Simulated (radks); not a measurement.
Problem. Neutral samarium is in [Xe] 4f(5/2: 6, 7/2: 0) 6s2. Method: Dirac Kohn-Sham, BLYP, spin-unpolarised, spherical densities, finite nucleus; Fermi nuclear charge, rms radius of each element as measured or else 0.836 A^(1/3) + 0.57 fm; computed with a radial shooting solver on a logarithmic mesh with Libxc functionals. Sub-shells are occupied by j as written (lower j first in brackets). One electron is removed from 5p3/2, 6s1/2, 4f5/2, 5p1/2 in turn, with full relaxation. Which removal costs least, and what does each cost?

Solution. 6s1/2 5.882 eV; 4f5/2 9.015 eV; 5p3/2 26.786 eV; 5p1/2 30.499 eV. The 6s1/2 electron leaves first.
